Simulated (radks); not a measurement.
Gd12+, 52 electrons, occupied as [Kr] 4d10 4f4 5s2. Method: Dirac Kohn-Sham, PBE, spin-unpolarised, spherical densities, finite nucleus; open shells fill j = l - 1/2 first; Fermi nuclear charge, rms radius 5.1569 fm; computed with a radial shooting solver on a logarithmic mesh with Libxc functionals.

Spin-orbit splittings of the eigenvalues, e(l+1/2) - e(l-1/2), with zeta = 2 splitting/(2l+1) and mean radii in bohr:

| shell | occ. | splitting (eV) | zeta (eV) | <r> j=l-1/2 | <r> j=l+1/2 |
|---|---|---|---|---|---|
| 2p | 6 | 695.9 | 463.9 | 0.07746 | 0.08430 |
| 3p | 6 | 142.8 | 95.23 | 0.2335 | 0.2465 |
| 3d | 10 | ? | ? | 0.2186 | 0.2227 |
| 4p | 6 | 32.81 | 21.87 | 0.5572 | 0.5845 |
| 4d | 10 | 6.132 | 2.453 | 0.6099 | 0.6188 |
| 4f | 4 | 1.048 | 0.2995 | 0.6806 | 0.6849 |
| 5p | 0 | 7.957 | 5.304 | 1.205 | 1.251 |

Estimate the 3d splitting.

Answer. 31.11 eV (zeta = 12.44 eV).
